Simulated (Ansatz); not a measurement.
The inner images of a band of AsH3 + H5NSn (11 atoms, charge 0, multiplicity 1) are given out of order.

All numbers below come from UKS PBE0-D4/def2-SVP (Ansatz).

Image 0:

```xyz
11
Properties=species:S:1:pos:R:3
Sn -0.584 -0.423 -1.507
N 1.317 0.304 -1.275
H -0.607 -1.246 -3.009
H -1.073 -1.500 -0.256
H -1.595 0.958 -1.532
H 0.808 0.426 1.518
As 0.050 0.518 2.840
H 1.999 -0.394 -0.986
H 1.371 1.072 -0.610
H -1.155 1.166 2.160
H -0.530 -0.881 2.658
```

Image 8:

```xyz
11
Properties=species:S:1:pos:R:3
Sn -1.251 -0.290 -0.623
N 1.695 0.580 -0.481
H -0.353 -1.604 -1.256
H -2.921 -0.747 -0.676
H -1.102 1.095 -1.623
H 1.955 1.324 0.166
As -0.637 0.280 1.848
H 2.368 -0.173 -0.342
H 1.859 0.945 -1.418
H -1.844 -0.442 2.443
H 0.231 -0.969 1.962
```

Task: Put them in order from the first end to the last, with their energies above the first end.
A.
```xyz
11
Properties=species:S:1:pos:R:3
Sn -1.107 -0.477 -0.554
N 1.741 0.699 -0.699
H -0.059 -1.505 -1.431
H -2.632 -1.300 -0.493
H -1.377 1.016 -1.345
H 2.013 1.053 0.217
As -0.350 -0.057 1.917
H 2.339 -0.107 -0.881
H 2.000 1.410 -1.382
H -1.665 0.654 2.228
H -0.903 -1.386 2.422
```
B.
```xyz
11
Properties=species:S:1:pos:R:3
Sn -1.078 -0.429 -0.619
N 1.732 0.536 -0.631
H -0.121 -1.029 -1.909
H -2.243 -1.684 -0.378
H -1.849 1.006 -1.165
H 1.892 0.806 0.338
As -0.327 0.221 1.831
H 2.254 -0.324 -0.793
H 2.135 1.255 -1.227
H -1.724 0.769 2.097
H -0.671 -1.125 2.456
```
C.
```xyz
11
Properties=species:S:1:pos:R:3
Sn -0.575 -0.412 -1.434
N 1.386 0.149 -1.222
H -0.755 -1.014 -3.028
H -0.998 -1.633 -0.302
H -1.538 0.987 -1.208
H 0.758 0.573 1.406
As -0.049 0.638 2.700
H 1.944 -0.490 -0.661
H 1.500 1.081 -0.832
H -1.327 0.977 1.940
H -0.347 -0.856 2.642
```
D.
```xyz
11
Properties=species:S:1:pos:R:3
Sn -0.619 -0.381 -1.283
N 1.262 0.193 -0.671
H -0.555 -0.880 -2.922
H -1.106 -1.671 -0.273
H -1.621 0.992 -1.099
H 0.753 0.551 1.214
As -0.036 0.635 2.547
H 1.968 -0.539 -0.721
H 1.627 1.020 -1.139
H -1.346 0.943 1.821
H -0.327 -0.864 2.525
```
E.
```xyz
11
Properties=species:S:1:pos:R:3
Sn -0.737 -0.367 -1.127
N 1.254 0.218 -0.508
H -0.398 -0.802 -2.757
H -1.207 -1.715 -0.217
H -1.692 1.034 -1.060
H 0.973 0.442 0.615
As -0.020 0.617 2.366
H 1.958 -0.523 -0.578
H 1.619 1.054 -0.976
H -1.406 0.921 1.780
H -0.345 -0.879 2.462
```
F.
```xyz
11
Properties=species:S:1:pos:R:3
Sn -0.836 -0.327 -0.741
N 1.532 0.300 -0.576
H -0.287 -0.727 -2.369
H -1.570 -1.823 -0.297
H -1.863 1.018 -1.058
H 1.493 0.564 0.414
As -0.268 0.443 1.936
H 2.172 -0.484 -0.691
H 1.856 1.091 -1.128
H -1.707 0.889 2.013
H -0.522 -0.945 2.497
```
G.
```xyz
11
Properties=species:S:1:pos:R:3
Sn -1.170 -0.384 -0.578
N 1.751 0.614 -0.608
H -0.201 -1.649 -1.205
H -2.802 -0.966 -0.588
H -1.146 1.002 -1.585
H 2.107 0.986 0.270
As -0.538 0.233 1.883
H 2.422 -0.084 -0.925
H 1.782 1.376 -1.284
H -1.969 0.097 2.395
H -0.235 -1.224 2.225
```

Result: C (+0.2 kcal/mol), D (+1.1 kcal/mol), E (+15.0 kcal/mol), F (-1.8 kcal/mol), B (-16.5 kcal/mol), A (-22.2 kcal/mol), G (-22.7 kcal/mol).

Run time: 11 min on 4 threads of Arm Neoverse N1, with other jobs on the host, peak memory 0.44 GiB.
